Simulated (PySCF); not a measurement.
# Orbital picture of InO

PBE0 at R = 2.129 Å; In def2-SVPD with ECP28, O def2-SVPD; scalar-relativistic core potentials (PySCF 2.14). State: quartet, unpaired electrons σ ↑, π ↑↑, a mixture of terms (⟨Lz²⟩ = 2.0), a second solution, started from another occupation. Only the outer orbitals are listed, counted within each symmetry, core potentials removing the inner ones.

| spin | orbital | occ. | ε (eV) | on In (%) | main shells (%) |
| --- | --- | --- | --- | --- | --- |
| α | 6σ | 1 | -12.45 | 28 | 70 O p, 26 In s |
| α | 3π | 1 | -12.27 | 1 | 99 O p |
| α | 3π | 1 | -10.16 | 2 | 98 O p |
| α | 7σ | 1 | -9.04 | 82 | 71 In s, 19 O p, 10 In p |
| α | 4π | 1 | -4.01 | 101 | 101 In p |
| α | 4π | 0 | -2.19 | 101 | 100 In p |
| β | 6σ | 1 | -9.89 | 53 | 50 In s, 46 O p |
| β | 3π | 1 | -9.06 | 2 | 98 O p |
| β | 7σ | 0 | -5.09 | 66 | 51 In s, 34 O p, 14 In p |
| β | 3π | 0 | -4.31 | 7 | 92 O p |
| β | 4π | 0 | -1.33 | 100 | 100 In p |

Question: Which are the highest filled and the lowest empty level, where do they sit, and how wide is the gap?

Answer: Highest filled α 4π at -4.01 eV (in %: 101 In p); lowest empty β 7σ at -5.09 eV (in %: 51 In s, 34 O p, 14 In p); the gap at PBE0 is -1.08 eV.

The bond order (Mayer) is 0.64, the ⟨S²⟩ is 3.767 and the charge on In (Mulliken, basis-dependent) is 0.29. The charge on In (Löwdin, basis-dependent) is 0.52. The dipole moment (positive dipole means In(−)O(+)) is -1.77 D.

Shares are Mulliken populations and can fall outside 0 to 100 %.

Spin–orbit coupling is left out. Counting both spins, an empty level lies below a filled one in this solution, because spin and occupation are held.
